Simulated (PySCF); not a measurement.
Isomers of C3H7FO3S, one GFN2-xTB conformer each. Single-point energies are computed at PBE0/pcSseg-1 (PySCF, gas phase, no added dispersion term), electronic only.

```tsv
SMILES	GFN2-xTB relative energy (kJ/mol)
C[C@H](F)CS(=O)(=O)O	0.0
C[C@H](F)CO[SH](=O)=O	51.6
```

Conformers: `[CH3:1][C@H:2]([F:3])[CH2:4][S:5](=[O:6])(=[O:7])[OH:8]` with C1–C2–C4–S5 -68°, C2–C4–S5–O6 -161°, C4–S5–O8–H 117°; `[CH3:1][C@H:2]([F:3])[CH2:4][O:5][SH:6](=[O:7])=[O:8]` with C1–C2–C4–O5 -176°, C2–C4–O5–S6 -88°, C4–O5–S6–O7 -163°.

**Question.** What does PBE0/pcSseg-1 give for the same structures?

**Answer.** 
```tsv
SMILES	PBE0/pcSseg-1 E (Eh)	PBE0/pcSseg-1 (kJ/mol)	GFN2-xTB (kJ/mol)	point group
C[C@H](F)CS(=O)(=O)O	-841.50476	0.0	0.0	C1
C[C@H](F)CO[SH](=O)=O	-841.48331	56.3	51.6	C1
```

Both levels put the same isomer lowest. As drawn, the lower has an O–H bond, which the higher lacks; the higher has an S–H bond, which the lower lacks.

**Question.** Which frontier levels, dipoles and rotational constants go with these structures?

**Answer.** 
```
               SMILES  HOMO (eV, PBE0/pcSseg-1)  LUMO (eV)  dipole (D)       A, B, C (MHz)
 C[C@H](F)CS(=O)(=O)O                     -9.28       0.52        2.75    3299, 1136, 1047
C[C@H](F)CO[SH](=O)=O                     -9.14       0.71        5.10  4288, 993.1, 950.3
```
